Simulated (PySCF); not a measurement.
A PySCF run on CoCl⁺

State: ⁴Δ (quartet), unpaired electrons π ↑↑, δ ↑.

An equivalent input (the run itself took its basis sets from the Basis Set Exchange, started from a PBE0 density and held the occupation σ 11α 11β, πx 5α 4β, πy 5α 4β, δx 1α 0β, δy 1α 1β):

```python
from pyscf import gto, dft
mol = gto.M(atom='Co 0 0 0; Cl 0 0 2.035', basis={'Co': 'def2-TZVPPD', 'Cl': 'def2-TZVPPD'},
            charge=1, spin=3, verbose=4, symmetry='C2v')
mf = dft.UKS(mol, xc='R2SCAN')
mf.grids.atom_grid = (80, 434)
mf.grids.prune = dft.gen_grid.treutler_prune
mf.irrep_nelec = {'A1': (12, 11), 'A2': (1, 1), 'B1': (5, 4), 'B2': (5, 4)}
mf.conv_tol = 1e-9
mf.max_cycle = 60
mf.diis_space = 10
mf.kernel()
```

The log (some set-up lines and the per-cycle HOMO/LUMO lines removed):

```
******** <class 'pyscf.dft.uks_symm.SymAdaptedUKS'> ********
method = SymAdaptedUKS
damping factor = 0
level_shift factor = 0
DIIS = <class 'pyscf.scf.diis.CDIIS'>
diis_start_cycle = 1
diis_space = 10
diis_damp = 0
SCF conv_tol = 1e-09
SCF conv_tol_grad = None
SCF max_cycles = 60
number electrons alpha = 23  beta = 20
Set gradient conv threshold to 3.16228e-05
init E= -1842.64794403198
cycle= 1 E= -1842.63977749653  delta_E= 0.00817  |g|= 0.17  |ddm|= 0.157
cycle= 2 E= -1842.48391467181  delta_E= 0.156  |g|= 0.728  |ddm|= 0.472
cycle= 3 E= -1842.64637112715  delta_E= -0.162  |g|= 0.0907  |ddm|= 0.315
cycle= 4 E= -1842.65001109761  delta_E= -0.00364  |g|= 0.0305  |ddm|= 0.0936
cycle= 5 E= -1842.6504488732  delta_E= -0.000438  |g|= 0.00697  |ddm|= 0.0197
cycle= 6 E= -1842.65046514638  delta_E= -1.63e-05  |g|= 0.00174  |ddm|= 0.00305
cycle= 7 E= -1842.65046629039  delta_E= -1.14e-06  |g|= 0.000724  |ddm|= 0.00157
cycle= 8 E= -1842.65046648353  delta_E= -1.93e-07  |g|= 4.2e-05  |ddm|= 0.000439
cycle= 9 E= -1842.65046648447  delta_E= -9.41e-10  |g|= 7.69e-06  |ddm|= 6.76e-05
Extra cycle  E= -1842.6504664844  delta_E= 7.59e-11  |g|= 1.92e-05  |ddm|= 2.49e-05
converged SCF energy = -1842.6504664844  <S^2> = 3.7587771  2S+1 = 4.0043861
```

Repeating this along the bond gives Re = 2.025 Å and ωe = 479 cm⁻¹.

A point of this curve took 8.5 CPU seconds beside 1.1 for the integrals, on Arm Neoverse V1 (shared host).

The state is the lowest single determinant that the PBE0 search found; with open d or f shells the true ground state can be another one.
